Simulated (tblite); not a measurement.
Tb (SMILES [Tb]), sextet (GFN-xTB shapes and energies of metal compounds can be far from the true ones) (GFN-xTB holds the 4f electrons in the core, so unpaired electrons go into valence orbitals and the state isn't the physical one); IPEA1-xTB (tblite).

Here is a job for tblite.
```
$ tblite run mol.xyz --method ipea1 --charge 0 --spin 5 --json tblite.json --no-restart

# file mol.xyz
1

Tb     0.00000000     0.00000000     0.00000000
```

What the program printed (banner, timings and long lists left out):

```
xTB calculator
 | screened Coulomb repulsion
 | Coulomb electrostatics
 |  * isotropic Klopman-Ohno-Mataga-Nishimoto electrostatics
 |  * onsite third-order electrostatics
 | DFT-D3(BJ) dispersion correction

halogen bonding energy    0.0000000000000E+00 Eh
repulsion energy          0.0000000000000E+00 Eh
dispersion energy         0.0000000000000E+00 Eh
number of electrons       3.0000000000000E+00 e
integral cutoff           3.6445433836019E+01 bohr

------------------------------------------------------------
  cycle        total energy    energy error   density error
------------------------------------------------------------
      1    -0.5431557216861  -5.4315572E-01   8.1649658E-01
      2    -0.5431557216861   0.0000000E+00   4.8989795E-01
      3    -0.5431557216861   0.0000000E+00   2.9390938E-05
      4    -0.5431557216861   0.0000000E+00   4.5732610E-14
------------------------------------------------------------

electronic energy        -5.4315572168613E-01 Eh
total energy             -5.4315572168613E-01 Eh

Post processing:
 | Mayer-Wiberg bond orders

[Info] JSON dump of results written to 'tblite.json'
```
